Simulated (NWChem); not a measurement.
System: TeIBr; SMILES I[Te]Br

Computed with NWChem. The geometry was optimised at PBE0/def2-SVP. No frequency run checked for a minimum. def2 effective core potentials on Te, I; no spin-orbit coupling. Ions are spin-unrestricted doublets at the neutral geometry; other ion states weren't tried.

Task: Predict the results for CAM-B3LYP/def2-SVP. Quantities: vertical ionisation energy, ΔSCF (eV); −ε(HOMO) (eV).

Result: 
| Property | Result |
|---|---|
| vertical ionisation energy, ΔSCF (eV) | 8.54 |
| −ε(HOMO) (eV) | 7.61 |
